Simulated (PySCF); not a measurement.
C₆ coefficients of unlike pairs at UHF

Calculated with PySCF 2.14 from the dipole response of each species, C₆(A,B) = (3/π) ∫ α_A(iu) α_B(iu) du, in atomic units, from isotropic polarisabilities. For ions this is the dispersion term alone; charge-induced terms of lower order in 1/R come first.

| species | configuration | basis | relativity | α (bohr³) | C₆ (like pair) |
| --- | --- | --- | --- | --- | --- |
| Sc²⁺ | [Ar] 3d1 (2D) | aug-cc-pVTZ with one added diffuse shell each of s, p, d, f, g type (9s8p6d4f3g) | none | 4.391 | 13.02 |
| Pt⁺ | [Xe] 4f14 5d9 (2D) | def2-TZVPPD with the def2 core potential (60 electrons) (6s5p3d2f1g) | core potential | 12.04 | 81.99 |
| Zn | [Ar] 3d10 4s2 (1S) | aug-cc-pwCVDZ-PP with ECP10MDF (6s6p5d3f) | core potential | 50.50 | 393.5 |
| Ti²⁺ | [Ar] 3d2 (3F) | aug-cc-pwCVTZ (10s9p7d4f3g) | none | 4.228 | 12.92 |

Task: Estimate C₆ for Ti²⁺ with Sc²⁺.

Result: The integral gives 12.96. The combination rule 2 C_A C_B / (C_A α_B/α_A + C_B α_A/α_B) gives 12.97 and the geometric mean 12.97.

No spin-orbit coupling is included.

The other pairs:

```tsv
pair	C₆
Ti²⁺, Zn	55.65
Pt⁺, Sc²⁺	32.61
Zn, Sc²⁺	56.66
Zn, Pt⁺	148.3
Ti²⁺, Pt⁺	32.43
```
